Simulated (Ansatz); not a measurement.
Basis-set series for CH₅AlClN. Charge 0, multiplicity 1. The bonds changed during the relaxation, so this is another structure than the one it started from. All single points use the PBE0-D4/def2-TZVP geometry. It is one conformer, not always the lowest.

```xyz
9

N     0.207   -0.887   -0.209
C    -0.075    0.002    1.005
Al    0.030    1.047   -0.621
Cl   -1.783    1.364   -1.677
H     1.072   -1.407   -0.152
H    -0.550   -1.522   -0.425
H    -1.006   -0.286    1.486
H     0.751   -0.053    1.710
H     1.354    1.742   -1.117
```

```tsv
functional	basis	functions	energy (Eh)	HOMO (eV)	LUMO (eV)
PBE0-D4	def2-SVP	89	-797.89884	-7.01	0.58
PBE0-D4	def2-TZVPP	216	-798.25236	-7.10	0.11
ωB97M-V	def2-SVP	89	-798.18566	-9.24	2.23
ωB97M-V	def2-TZVPP	216	-798.54208	-9.35	1.56
```

(1) Give the rows for def2-QZVPP. (Estimate.)

Results:

(1) Computed: 
```csv
functional,basis,functions,energy (Eh),HOMO (eV),LUMO (eV)
PBE0-D4,def2-QZVPP,404,-798.27922,-7.12,-0.19
ωB97M-V,def2-QZVPP,404,-798.56779,-9.38,0.92
```

Positive LUMOs are unbound and depend on the basis.
